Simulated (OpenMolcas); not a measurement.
## Co2+: effect of the metal basis

Co2+ with its 6 nearest oxide ions at 2.223 Å, on the Ca site of CaO (a = 4.8105 Å, distance in the model lattice 2.405 Å). The rest of the host is ab initio model potentials to 7.6 Å and point charges beyond; the distance is set by hand and nothing relaxes.

```json
{
 "Program": "OpenMolcas",
 "Method": "CASSCF",
 "Spin-orbit coupling": "state interaction with AMFI integrals over the reference wave functions"
}
```

Fixed: ligand basis ANO-RCC-VDZP, active space 7 electrons in 5 orbitals (3d), DKH2 Hamiltonian.

States (labels of O, the rotations of Oh). Energies in cm-1 above the lowest state or level, χT in cm3 K/mol; under a threefold ground state the first gap can be a small split of the lowest multiplet, not the spin-orbit step; 10Dq and B are least-squares fits to the states below 45000 cm-1, weighted by degeneracy, with a free offset, and given where the rms deviation is under 5 % of |10Dq| (or 100 cm-1) and under 700 cm-1.

| Run | Metal basis | Ground state | First state of that spin | 10Dq | B (rms of fit) | First gap with spin-orbit (degeneracies) | χT at 300 K | First state of another spin | Cost |
| --- | --- | --- | --- | --- | --- | --- | --- | --- | --- |
| A | ANO-RCC-VDZP | 4T1 | 4T2 5922 | 6790 | 1192 (73) | 354.6 (2, 4) | 3.596 | 2E 14823 | roughly 23 core-seconds |
| B | ANO-RCC-VTZP | 4T1 | 4T2 5492 | 6326 | 1198 (61) | 354.0 (2, 4) | 3.629 | 2E 15306 | roughly 30 core-seconds |

Against A, |10Dq| changes by -6.8 % in B.

Costs are those of the RASSCF and RASSI steps.

An orbital triplet at a regular site is open to Jahn-Teller coupling, which can distort the site and quench the lowest spin-orbit gaps and is left out. Without dynamic correlation the repulsion within the d shell is too large (B by tens of per cent), so at a given field states of lower spin stand too high. Ligand-to-metal charge-transfer states are missing. With no ligand orbital active B as a rule stays too high, so bands that hang on it stand too high and its fall with covalency is understated. With metal d orbitals alone and no dynamic correlation 10Dq can be off by a tenth to a fifth, either way, in oxide and fluoride hosts. No measured value stands beside these numbers; the geometry was set by hand and not optimised.
